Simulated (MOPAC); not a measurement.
Input file for MOPAC: PM7 on BrGeH2N (SMILES [NH2][Ge][Br]), a point of a torsion scan.

```
PM7 1SCF PRECISE CHARGE=0 THREADS=1
BrGeH2N

N     -0.69414155 1     0.02611536 1     0.14869497 1
Ge     0.68317640 1    -1.06937859 1    -0.38624028 1
Br     2.41165019 1     0.26190061 1     0.51539244 1
H     -0.80964306 1     0.99399547 1    -0.12011405 1
H     -1.61758183 1    -0.38966480 1     0.12800912 1
```

It printed:

```
*******************************************************************************
 **                                                                           **
 **                              MOPAC v23.2.5                                **
 **                                                                           **
 *******************************************************************************
 ** MOPAC's Digital Object Identifier: https://doi.org/10.5281/zenodo.6511958 **
 **                                                                           **
 ** Please cite the open-source release paper for use of this MOPAC version:  **
 ** J. E. Moussa and J. J. P. Stewart (2026)                                  **
 ** MOPAC: An open-source semiempirical molecular orbital program             **
 ** J. Open Source Softw., 11(119), 8025, https://doi.org/10.21105/joss.08025 **
 *******************************************************************************

                              PM7 CALCULATION RESULTS

 *******************************************************************************
 *  PM7        - The PM7 Hamiltonian to be used
 *
 *
 *
 *                 CHARGE ON SYSTEM = 0
 *
 *
 *
 *  PRECISE    - TIGHTER CRITERIA TO BE USED
 *  1SCF       - DO 1 SCF AND THEN STOP
 *  THREADS=1  - MULTI-THREADING NOT USED
 *  T=         - A TIME OF 172800.0 SECONDS REQUESTED
 *  DUMP=N     - RESTART FILE WRITTEN EVERY 7200.0 SECONDS REQUESTED
 *******************************************************************************
PM7 1SCF PRECISE CHARGE=0 THREADS=1
 BrGeH2N

   ATOM   CHEMICAL          X               Y               Z
  NUMBER   SYMBOL      (ANGSTROMS)     (ANGSTROMS)     (ANGSTROMS)

     1       N         -0.69414155  *   0.02611536  *   0.14869497  *
     2      Ge          0.68317640  *  -1.06937859  *  -0.38624028  *
     3      Br          2.41165019  *   0.26190061  *   0.51539244  *
     4       H         -0.80964306  *   0.99399547  *  -0.12011405  *
     5       H         -1.61758183  *  -0.38966480  *   0.12800912  *



          CARTESIAN COORDINATES

    NO.       ATOM           X           Y           Z

     1         N         -0.6941      0.0261      0.1487
     2        Ge          0.6832     -1.0694     -0.3862
     3        Br          2.4117      0.2619      0.5154
     4         H         -0.8096      0.9940     -0.1201
     5         H         -1.6176     -0.3897      0.1280

 General Reference for PM7:
 "Optimization of Parameters for Semiempirical Methods VI: More Modifications to the
 NDDO Approximations and Re-optimization of Parameters", J. J. P. Stewart, J. Mol. Mod., 1:32, 19 (2013)
 https://link.springer.com/article/10.1007/s00894-012-1667-x

           Empirical Formula: H2 N Ge Br  =     5 atoms



      MOLECULAR POINT GROUP   :   C1


      RHF CALCULATION, NO. OF DOUBLY OCCUPIED LEVELS = 9


 -------------------------------------------------------------------------------
 PM7 1SCF PRECISE CHARGE=0 THREADS=1
 BrGeH2N



     1SCF WAS SPECIFIED, SO BFGS WAS NOT USED
     SCF FIELD WAS ACHIEVED


                              PM7 CALCULATION
                                                       MOPAC v23.2.5 Linux




          FINAL HEAT OF FORMATION =          3.27869 KCAL/MOL =      13.71805 KJ/MOL


          COSMO AREA              =        113.23 SQUARE ANGSTROMS
          COSMO VOLUME            =        103.46 CUBIC ANGSTROMS

          IONIZATION POTENTIAL    =          8.802764 EV
          HOMO LUMO ENERGIES (EV) =         -8.803 -1.377
          NO. OF FILLED LEVELS    =          9
          MOLECULAR WEIGHT        =        168.5165         POINT GROUP:  C1

          MOLECULAR DIMENSIONS (Angstroms)

            Atom       Atom       Distance
            H     5   Br     3     4.09992
            H     4   Ge     2     2.30560
           Br     3   Ge     2     0.53886


          SCF CALCULATIONS        =          1





   ATOM   CHEMICAL          X               Y               Z
  NUMBER   SYMBOL      (ANGSTROMS)     (ANGSTROMS)     (ANGSTROMS)

     1       N         -0.69414155  *   0.02611536  *   0.14869497  *
     2      Ge          0.68317640  *  -1.06937859  *  -0.38624028  *
     3      Br          2.41165019  *   0.26190061  *   0.51539244  *
     4       H         -0.80964306  *   0.99399547  *  -0.12011405  *
     5       H         -1.61758183  *  -0.38966480  *   0.12800912  *

                             CARTESIAN COORDINATES

   1    N       -0.694141550     0.026115360     0.148694970
   2   Ge        0.683176400    -1.069378590    -0.386240280
   3   Br        2.411650190     0.261900610     0.515392440
   4    H       -0.809643060     0.993995470    -0.120114050
   5    H       -1.617581830    -0.389664800     0.128009120


           Empirical Formula: H2 N Ge Br  =     5 atoms



      MOLECULAR POINT GROUP   :   C1


                  EIGENVALUES
 -34.40062 -25.19762 -18.17488 -16.11122 -12.33398 -10.46263  -9.73125  -9.56043
  -8.80276  -1.37745  -0.10403   0.56535   5.73751   6.80109 265.35264 265.39264
 265.53142 265.90424 265.91851


              NET ATOMIC CHARGES AND DIPOLE CONTRIBUTIONS

  ATOM NO.   TYPE          CHARGE      No. of ELECS.   s-Pop       p-Pop       d-Pop
    1          N          -0.824190        5.8242     1.62573     4.19846
    2         Ge           0.683236        3.3168     1.84644     1.47032
    3         Br          -0.374292        7.3743     1.92999     5.44248     0.00183
    4          H           0.265766        0.7342     0.73423
    5          H           0.249481        0.7505     0.75052
 DIPOLE           X         Y         Z       TOTAL
 POINT-CHG.    -2.318    -3.282    -2.783     4.887
 HYBRID        -1.137     1.596     0.090     1.961
 SUM           -3.454    -1.686    -2.693     4.693


          ATOMIC ORBITAL ELECTRON POPULATIONS

     Atom    s        px        py        pz      x^2-y^2     xz        z^2       yz        xy
    1  N   1.62573   1.26636   1.23556   1.69654
    2 Ge   1.84644   0.48155   0.63629   0.35249
    3 Br   1.92999   1.74513   1.84785   1.84950   0.00035   0.00037   0.00021   0.00024   0.00065
    4  H   0.73423
    5  H   0.75052

 **********************
 *                    *
 * JOB ENDED NORMALLY *
 *                    *
 **********************




 == MOPAC DONE ==
```

The run finished.

Cost: around 0.03 core-seconds (rough).
